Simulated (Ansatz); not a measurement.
`C[SiH2]CC=O` → `O=CC[SiH3]` + `[CH2]` (triplet) at 700 K and 1 bar (formal loss of a carbene).

Gas-phase electronic energies from Ansatz, PBE0-D4/def2-TZVP geometries. CCSD(T)/CBS is the MP2 limit (def2-TZVPP, def2-QZVPP) plus CCSD(T) − MP2 in def2-TZVPP, frozen cores. This one scheme is used for every species. Triplets are unrestricted, without spin–orbit coupling. One conformer a species, not always the lowest.

| species | CCSD(T)/CBS energy (Eh) | H − E (kJ/mol) | S (J/(mol·K)) |
| --- | --- | --- | --- |
| `C[SiH2]CC=O` | -483.22373 | 349.2 | 491.9 |
| `O=CC[SiH3]` | -443.94595 | 254.2 | 421.5 |
| `[CH2]` (triplet) | -39.09499 | 70.4 | 226.8 |

H − E and S are ideal-gas, rigid-rotor, harmonic terms from PBE0-D4/def2-TZVP, for one conformer and one mirror image of each species, with the whole ground term of open shells counted as degenerate. 1 Eh = 2625.50 kJ/mol, R = 8.31446 J/(mol·K).

Q: By hand: ΔE, ΔH, ΔS and ΔG.

A: ΔE = (-443.94595) + (-39.09499) − (-483.22373) = 0.18279 Eh = 479.9 kJ/mol. Δ(H − E) = 254.2 + 70.4 − 349.2 = -24.6, so ΔH = 455.3 kJ/mol. ΔS = 421.5 + 226.8 − 491.9 = 156.4 J/(mol·K). ΔG = 455.3 − 700 × (156.4)/1000 = 345.8 kJ/mol.

Q: By hand: the equilibrium constant, and the temperature at which ΔG would vanish if ΔH and ΔS stayed fixed.

A: log₁₀ K = −ΔG/(RT ln 10) = -25.8. ΔG = 0 at ΔH/ΔS = 2911 K, far beyond where these terms or the molecules hold.

The number of gas molecules changes by +1, which sets the sign of ΔS. A doubt of 5 kJ/mol in ΔE shifts log₁₀ K by 0.4 here. Other conformers and mirror images would add mixing entropy, several J/(mol·K) or more a flexible species. Modes under 60 cm⁻¹, often nearly free rotors, make the harmonic entropy too high. A triplet takes part, so the spin changes. These are equilibria of isolated gas molecules and say nothing of rates. Largest T1 diagnostic: 0.014 (customary marks: 0.02 for closed shells, 0.045 for open ones).
